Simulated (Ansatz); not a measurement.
Reaction (ligand exchange at the Si–Br bond): `FC[SiH2]Br` + H–F → `FC[SiH2]F` + HBr

Calculated with Ansatz (gas phase, PBE0-D4/def2-TZVP geometries, no zero-point term in ΔE). CBS: MP2 limit from def2 TZ/QZ plus the TZ coupled-cluster correction, frozen cores. This one scheme is used for every species. DFT in def2-TZVPP. For Br outer-core shells are correlated without core-valence functions, which leaves a few kJ/mol of doubt a bond. Scalar relativity is left out up to krypton. Each species was taken in one conformer, which may not be the lowest.

Question: Is it downhill or uphill in electronic energy at CCSD(T)/CBS, and by how much? (Estimate.)

Answer: Ansatz gave: Downhill: ΔE = -30.9 kJ/mol.

Question: What do these levels give: B97M-V, BHLYP-D4, r2SCAN0, BHLYP, MP2/def2-SVP, SCS-MP2/def2-TZVPP? (An estimate is asked.)

Answer: Computed: B97M-V -44.9, BHLYP-D4 -40.1, r2SCAN0 -34.8, BHLYP -46.8, MP2/def2-SVP -34.5, SCS-MP2/def2-TZVPP -38.2 kJ/mol.

Largest T1 diagnostic among the species: 0.011.

At CCSD(T), def2-SVP lies −8.0 kJ/mol from the extrapolated value and def2-TZVPP −5.9 kJ/mol. The D4 term adds +6.2 kJ/mol with B3LYP and +3.3 kJ/mol with PBE0; it sums over pairs of atoms, weighted by their polarisabilities, and B3LYP, whose exchange is more repulsive, gets the larger term.

B3LYP here is the variant with VWN-RPA as its local correlation; programs differ in this.
